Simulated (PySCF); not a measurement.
PySCF input file for 1-silylprop-2-en-1-one (C3H6OSi), SMILES C=CC(=O)[SiH3], ωB97X-D3(BJ)/def2-SVP. 

```python
import numpy as np
from pyscf import gto, scf, dft
import os
os.environ['JAX_PLATFORMS'] = 'cpu'
from ase import Atoms, units
from ase.calculators.calculator import Calculator, all_changes
from sella import Sella

mol = gto.M(
    atom='''
    C    -2.45761988    0.03858296   -0.17501965
    C    -1.22799564   -0.40308625   -0.41081422
    C    -0.03917766    0.23004934    0.19977215
    O    -0.13592223    1.16267503    0.97548692
    Si    1.71721239   -0.42823608   -0.23520441
    H    -2.60973506    0.88038917    0.48218091
    H    -3.33386649   -0.40796080   -0.61464867
    H    -1.03769386   -1.24261223   -1.06441204
    H     1.58494795   -1.54181320   -1.17715766
    H     2.45642497    0.67929841   -0.83317943
    H     2.33508608   -0.86667284    1.01255342
    ''',
    basis='def2-SVP',
    charge=0,
    spin=0,
    max_memory=1600,
    verbose=3,
)
mf = dft.RKS(mol, xc='wb97x-d3bj').density_fit(auxbasis='def2-universal-jkfit')
mf.grids.level = 3
mf.conv_tol = 1e-9
mf.max_cycle = 100
mf.kernel()
grad = mf.nuc_grad_method()
grad.grid_response = mol.nao <= 150
scan = grad.as_scanner()
scan.verbose = scan.base.verbose = 0
class SCF(Calculator):
    implemented_properties = ['energy', 'forces']
    def calculate(self, atoms=None, properties=None, system_changes=all_changes):
        super().calculate(atoms, properties, system_changes)
        e, g = scan(mol.set_geom_(self.atoms.positions, unit='Angstrom', inplace=False))
        assert scan.converged
        self.results = {'energy': float(e) * units.Hartree, 'forces': -np.asarray(g) * units.Hartree / units.Bohr}
atoms = Atoms(mol.elements, mol.atom_coords(unit='Angstrom'), calculator=SCF())
conv = Sella(atoms, order=0, internal=True, allow_fragments=True).run(fmax=0.002, steps=150)
mol_eq = mol.set_geom_(atoms.positions, unit='Angstrom', inplace=False)
print(mol_eq.tostring(format='xyz'))
mf.reset(mol_eq)
mf.verbose = 3
mf.kernel()
```

Log of the run:

```
converged SCF energy = -482.454212382244
     Step          Energy         fmax         cmax       rtrust          rho
Sella   0   -13128.247812       0.6411       0.0000       0.1000       1.0000
Sella   1   -13128.300843       0.6411       0.0000       0.1000       1.1426
Sella   2   -13128.304423       0.3161       0.0000       0.1000       0.5373
Sella   3   -13128.307511       0.3057       0.0000       0.1000       0.4724
Sella   4   -13128.309557       0.2489       0.0000       0.1000       1.1279
Sella   5   -13128.309856       0.0488       0.0000       0.1000       1.5062
Sella   6   -13128.310055       0.0285       0.0000       0.1000       1.1514
Sella   7   -13128.310085       0.0165       0.0000       0.1000       1.4950
Sella   8   -13128.310106       0.0130       0.0000       0.1000       1.1687
Sella   9   -13128.310108       0.0053       0.0000       0.1000       1.2337
11
XYZ from PySCF
C          -2.48668177        0.04793069       -0.15521910
C          -1.26523766       -0.41299218       -0.44324140
C          -0.05051536        0.21537608        0.16823748
O          -0.13565054        1.15516522        0.93769807
Si          1.72991990       -0.42653643       -0.22624478
H          -2.59424948        0.89227527        0.53414807
H          -3.39050773       -0.39177167       -0.58709139
H          -1.11596146       -1.25530227       -1.12769465
H           1.70572034       -1.57690743       -1.17756360
H           2.49872771        0.70119050       -0.82019599
H           2.35609662       -0.84781427        1.05672460
converged SCF energy = -482.456501708015
```

The run converged.

Cost: roughly 2.6 core-minutes.
